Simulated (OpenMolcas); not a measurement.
**Ag3+: CASPT2 settings compared**

```yaml
Program: OpenMolcas 26.06
Basis: ANO-RCC-VDZP [6s5p3d1f]
Scalar_Hamiltonian: DKH3, point nucleus
Active_space: 8 electrons in 5 orbitals (4d)
State_averaging: 2S+1 = 3 even, 10 roots; 2S+1 = 1 even, 15 roots kept (CI in the orbitals of an earlier block)
Spin-orbit_coupling: RASSI with atomic mean-field integrals over the reference wave functions, term energies averaged over their components
```

Methods on the same reference wave functions:
A. CASSCF
B. SS-CASPT2, IPEA 0.75 Eh, sigma2 regulariser 0.5 Eh (closed shells correlated: 4s 4p)
C. XMS-CASPT2, IPEA 0.3 Eh, imaginary shift 0.5 Eh (closed shells correlated: 4s 4p)
D. XMS-CASPT2, IPEA 0.35 Eh, real shift 0.2 Eh (closed shells correlated: 4s 4p)

Energies in cm-1 above 4d8 3F4, the measured ground level; measured values from the list in Gamrath, thesis, University of Mons (2023).

| Level | A | B | C | D | Measured |
| --- | --- | --- | --- | --- | --- |
| 4d8 3F4 | 0.0 | 0.0 | 0.0 | 0.0 | 0.0 |
| 4d8 3F3 | 4249 | 4260 | 4260 | 4260 | 4172 |
| 4d8 3F2 | 6256 | 5980 | 6010 | 6000 | 5830 |
| 4d8 3P1 | 19591 | 18360 | 17960 | 18000 | 15900 |
| 4d8 3P0 | 19887 | 18530 | 18140 | 18180 | 16092 |
| 4d8 1G4 | 23859 | 22320 | 22520 | 22490 | 20570 |
| 4d8 1S0 | 55083 | 48760 | 48710 | 48730 | 47139 |

Deviations, from unrounded energies. A percentage is the sum of absolute deviations over the sum of measured energies, with the sign that they share, or ± where signs differ.

```csv
Against measurement,Levels,A,B,C,D
mean absolute deviation (cm-1),6,3200,1400,1300,1300
fine structure of the ground term (%),2,+5.0,+2.4,+2.6,+2.6
other terms of the ground configuration (%),4,+18.8,+8.3,+7.7,+7.7
```

C, D lie about equally close to measurement and A furthest from it. The largest miss of C in the table is 4d8 3P1, by +2100 cm-1. The ranking rests on the paired levels alone, and a cruder setting can come out closer through cancelling errors.

Among B to D the level of the table that moves most is 4d8 3P1, by 400 cm-1 (lowest in C, highest in B). Moves below CASPT2's spread within the term are not significant.

The mean deviations of B to D differ by less than CASPT2's widest spread within a term (780 cm-1), so their order carries little weight.

From A to B the spin-free energies of the other terms of 4d8 shown, above 3F, scale by factors of 0.87 to 0.92, as is usual when dynamic correlation screens the repulsion within a d or f shell.

The lowest spin-free term lies below A's lowest term by 0.277 hartree in B, 0.290 hartree in C, 0.289 hartree in D.

CASPT2 breaks the degeneracy within a term, and the mean is taken; among the terms shown or strongly mixed into the levels shown the widest spread is 780 cm-1 (4d8 1G, D). Terms from blocks run as CI alone lack orbitals of their own. The basis is small and was not contracted for so high a charge. Without dynamic correlation excited terms often stand tens of per cent too high (terms of higher spin than the ground term too low), and those without a measured partner can miss by more than the paired ones (holds for A). Some terms miss by over 15 % even with CASPT2, which points to a basis or an active space too small for the shells correlated (holds for B). Measured partners are found by configuration, term and J. A level has none where our copy of the source lacks it or the pairing is in doubt (some pairs that miss far off the trend of their configuration count as doubtful), and it then counts in no deviation. Levels of configurations outside the active space are missing. Levels that lie high or do not pair safely by name in every column are left out.
